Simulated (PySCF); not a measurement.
Correlation energy of Ar³⁺ (argon, charge +3)

[Ne] 3s2 3p3, high-spin 4S determinant. All numbers are calculated (PySCF 2.14, scalar relativity by spin-free X2C-1e, in x2c-TZVPPall). Frozen: 1s2; 13 electrons correlated.

| level | correlation energy (mhartree) |
| --- | --- |
| CCSD | -286.20 |
| (T) | -4.36 |
| CCSD(T) | -290.56 |

Diagnostics: T1 = 0.0021, D1 = 0.0083, largest double amplitude 0.060.

Cost of the coupled-cluster step: about 2.1 core-seconds, for 13 correlated electrons.

Iterations:

```
CC2 = 0
CCSD nocc = (np.int64(8), np.int64(5)), nmo = (41, 41)
frozen orbitals [[0], [0]]
max_cycle = 100
direct = 0
conv_tol = 1e-08
conv_tol_normt = 1e-06
diis_space = 8
diis_start_cycle = 0
Init t2, MP2 energy = -0.267572699731013
Init E_corr(UCCSD) = -0.26757269973175
cycle = 1  E_corr(UCCSD) = -0.281821457002962  dE = -0.0142487573  norm(t1,t2) = 0.0321525
cycle = 2  E_corr(UCCSD) = -0.285041980942982  dE = -0.00322052394  norm(t1,t2) = 0.00928736
cycle = 3  E_corr(UCCSD) = -0.286226848210931  dE = -0.00118486727  norm(t1,t2) = 0.00318234
cycle = 4  E_corr(UCCSD) = -0.286205947331517  dE = 2.09008794e-05  norm(t1,t2) = 0.000346811
cycle = 5  E_corr(UCCSD) = -0.286203937721945  dE = 2.00960957e-06  norm(t1,t2) = 2.12218e-05
cycle = 6  E_corr(UCCSD) = -0.286204417293265  dE = -4.7957132e-07  norm(t1,t2) = 2.08581e-06
cycle = 7  E_corr(UCCSD) = -0.286204399501795  dE = 1.77914696e-08  norm(t1,t2) = 3.03268e-07
cycle = 8  E_corr(UCCSD) = -0.286204399145293  dE = 3.56502106e-10  norm(t1,t2) = 4.68931e-08
UCCSD converged
E(UCCSD) = -525.9497720590315  E_corr = -0.2862043991452929
UCCSD(T) correction = -0.00436115275591395
```

This basis was not built for core-valence correlation, so the inner-shell part is incomplete.
